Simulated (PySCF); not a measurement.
Method: B3LYP-D3(BJ)/def2-TZVP // PBE-D3(BJ)/def2-SVP (PySCF). Isolated molecules, 0 K electronic values unless said otherwise. B3LYP has the VWN-RPA correlation part, as in Gaussian. 

Reference species: [Ta(Cl)4(F)] (neutral, multiplicity 1).

```json
{
  "coordination_number": "5",
  "mean_distance_from_the_central_atom_to_its_bonded_neighbours": "2.228 Å",
  "charge on the central atom (Mulliken)": "1.30 e"
}
```

Changed species: [Ta(Cl)5] (0 of 5 Cl replaced by F; the reference has 1 of 5 Cl replaced by F).

Task: Predict the effect on the coordination number, mean distance from the central atom to its bonded neighbours and charge on the central atom (Mulliken).

Result: the coordination number stays essentially unchanged; the mean distance from the central atom to its bonded neighbours rises by 0.090 Å, to 2.318 Å; the charge on the central atom (Mulliken) decreases by 0.13 e, to 1.17 e.
